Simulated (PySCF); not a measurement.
**Converging BeF⁺ in the basis (CCSD(T))**

PySCF, RHF reference; singlet, unpaired electrons none; De to Be⁺ + F without counterpoise correction. Frozen cores follow the default of each basis and core potential.

```
        basis     relativity  functions  Re (Å)  ωe (cm⁻¹)  De (eV)  frozen orbitals
      cc-pVDZ  no relativity         28   1.374       1356     5.35                1
jorge-DZP-DKH  spin-free X2C         30   1.389       1285     4.93                1
      cc-pVTZ  no relativity         60   1.321       1453     6.06                1
```

(1) How does each smaller set differ from the one with most functions, cc-pVTZ?

Correlated steps freeze 1 core orbital. Correlated levels converge slowly with the basis: in double zeta they bind strong bonds too weakly, by up to about 1 eV, and carry superposition errors of some tenths. For an ion De counts to the pair picked by the measured ionisation energies or electron affinities, which need not be the lowest pair at this level. Where the molecule has an RHF reference, its open-shell atoms are computed with UHF.

Results:

(1) cc-pVDZ: +5.3 pm, -6.7 % in ωe, -0.71 eV in De; jorge-DZP-DKH: +6.8 pm, -11.6 % in ωe, -1.13 eV in De. All at CCSD(T); the set with most functions is neither the basis-set limit nor always the best. The rows treat relativity differently, so the differences are not basis effects alone.
